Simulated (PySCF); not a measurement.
ZnCl, SMILES [Zn+][Cl], charge +1.

Coordinates come from a B3LYP-D3(BJ)/def2-TZVP optimisation. The multiplicity is an assumed one; other spin states were not compared.

The numbers are results of PySCF with B3LYP-D3(BJ)/def2-TZVP, not measurements.

Frequencies are harmonic and unscaled.

| mode | ν (cm⁻¹) | IR (km/mol) | moving atoms (share of kinetic energy) |
|---|---|---|---|
| 1 | 440 | 7.0 | Cl 65 %, Zn 35 % |
